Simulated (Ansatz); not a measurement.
Molecule: 1,1-difluoro-2-methoxyethene, C$_{3}$H$_{4}$F$_{2}$O (charge 0, singlet). SMILES: FC(=COC)F
Structure (B3LYP-D3(BJ)/def2-TZVP (Ansatz, a quantum-chemistry and plane-wave program) minimum search):
```xyz
10

C     -2.4944    -0.2439     0.1790
O     -1.1691    -0.7638     0.1550
C     -0.2214     0.1246     0.5586
C      0.9386     0.2293    -0.0701
F      1.2879    -0.4428    -1.1516
F      1.9273     1.0095     0.3475
H     -3.1549    -1.0650    -0.0892
H     -2.6082     0.5716    -0.5409
H     -2.7530     0.1190     1.1795
H     -0.4053     0.7244     1.4430
```
Charge 0, spin multiplicity 1.

Computed values are from Ansatz. Correlated levels leave the core frozen unless marked. UHF or UKS for open shells. Spin-orbit coupling is left out. No relativistic terms. Basis-set limits of correlation are two-point, X^-3; Hartree-Fock from the larger set. The bracket is a focal-point correction in the basis named.

The atomisation energy De is 962.8 kcal/mol at RI-MP2/CBS(cc-pVTZ,cc-pVQZ)+[CCSD(T)-MP2]/cc-pVTZ. The total energy is -391.2443 Eh at RI-MP2/CBS(cc-pVTZ,cc-pVQZ)+[CCSD(T)-MP2]/cc-pVTZ and the dipole moment is 2.62 D at CCSD(T)/aug-cc-pVDZ. The T1 diagnostic is 0.012 at CCSD/cc-pVTZ.
